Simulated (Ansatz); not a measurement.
BH3N (SMILES B[NH]), charge 0, multiplicity 2, relaxed at each level with Ansatz (a program for electronic structure); harmonic frequencies from differences of analytic forces, average atomic masses, frozen cores. Open shells are unrestricted. Negative entries are imaginary modes: that level's stationary point is a saddle.

```
level               B1–N2 (Å)  B1–H3 (Å)  B1–H4 (Å)  N2–H5 (Å)  N2–B1–H3 (°)  N2–B1–H4 (°)  H3–B1–H4 (°)  dipole (D)
------------------  ---------  ---------  ---------  ---------  ------------  ------------  ------------  ----------
HF/def2-TZVPP          1.3578     1.1900     1.1945     0.9870         119.7         118.1         122.2        1.49
PBE/def2-TZVPP         1.3265     1.2133     1.2219     1.0064         122.6         119.7         117.7        1.24
r2SCAN/def2-TZVPP      1.3276     1.2037     1.2098     0.9983         121.4         119.3         119.3        1.36
B3LYP/def2-TZVPP       1.3289     1.1999     1.2066     0.9989         121.6         119.2         119.2        1.33
PBE0/def2-TZVPP        1.3288     1.2030     1.2094     0.9984         121.3         118.8         119.9        1.38
wB97X-V/def2-TZVPP     1.3366     1.2023     1.2077     1.0002         120.8         118.5         120.8        1.38
MP2/cc-pVTZ            1.3468     1.1919     1.1977     0.9981         120.0         117.5         122.4        1.58
CCSD(T)/cc-pVDZ        1.3554     1.2140     1.2230     1.0113         120.8         117.8         121.4        1.78
```
